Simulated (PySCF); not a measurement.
Strontium: a sound run and one with changed settings

Sound run: Sr [Kr] 5s2, Sr⁺ [Kr] 5s1. Calculation: PySCF 2.14, in def2-TZVP with the def2 core potential (28 electrons); scalar relativity through the core potential. In the sound run the correlated levels freeze 4s2 4p6 outside the core potential. The sound run starts from symmetry-adapted Hartree-Fock orbitals and uses a fine grid where one is needed.

Changed run: initial guess 1e, at most 50 SCF cycles, level shift 0.1 hartree.

| species | method | sound run (hartree) | changed run (hartree) | converged |
| --- | --- | --- | --- | --- |
| Sr | UHF | -30.34712 | -30.34712 | yes |
| Sr | r2SCAN | -30.68847 | -30.68847 | yes |
| Sr | PBE | -30.68408 | -30.68408 | yes |
| Sr | MP2 | -30.36449 | -30.35988 | yes |
| Sr | CCSD(T) | -30.37280 | -30.37280 | yes |
| Sr⁺ | UHF | -30.17277 | -30.10049 | yes |
| Sr⁺ | r2SCAN | -30.48886 | -30.48886 | yes |
| Sr⁺ | PBE | -30.47442 | -30.47442 | yes |

Ionisation energy of Sr:

| method | sound run (eV) | changed run (eV) |
| --- | --- | --- |
| r2SCAN | 5.432 | 5.432 |
| PBE | 5.705 | 5.705 |

The plain start fixes occupations by D2h representation alone, and Sr⁺ at UHF landed in another state (other ⟨L²⟩ or ⟨S²⟩). A level shift leaves the converged SCF energy unchanged but raises the virtual orbital energies, which shrinks MP2 if it is not removed.

For comparison, NIST gives 5.695 eV between the lowest levels.
